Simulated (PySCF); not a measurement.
C₃H₆F₂Si, SMILES [C@H]1([C@H]([SiH2]F)C1)F. Atoms are numbered in the order given.

```xyz
12

F      2.1923    -0.7197    -1.0307
Si     1.2351    -0.0291     0.0930
C     -0.4997    -0.6469    -0.1688
C     -1.5085     0.2117    -0.9215
C     -1.6274     0.0256     0.5406
F     -1.3157     1.0805     1.3451
H      1.7617    -0.4389     1.4237
H      1.3067     1.4451    -0.0912
H     -0.5882    -1.7331    -0.2885
H     -2.2331    -0.2789    -1.5767
H     -1.1725     1.1955    -1.2632
H     -2.4414    -0.5728     0.9620
```

The structure is a stationary point at PBE0-D3(BJ)/def2-SVP. The structure was generated by enumeration; whether it is a known compound was not checked. Other conformers were not sampled.

Level of theory: PySCF with PBE/def2-TZVP.

The molecule is in vacuum.

```json
{
  "total_energy": "-606.77535 hartree",
  "highest_occupied_level": "-7.05 eV",
  "lowest_empty_level": "-0.61 eV",
  "orbital_gap": "6.44 eV",
  "dipole_moment": "2.00 D",
  "quadrupole, principal values (traceless, Buckingham form, about the centre of nuclear charge)": "-9.76, 3.05, 6.71 D·Å",
  "mean_static_polarisability": "59.5 bohr³ (8.82 Å³)",
  "polarisability_principal_values": "54.7, 55.7, 68.1 bohr³"
}
```
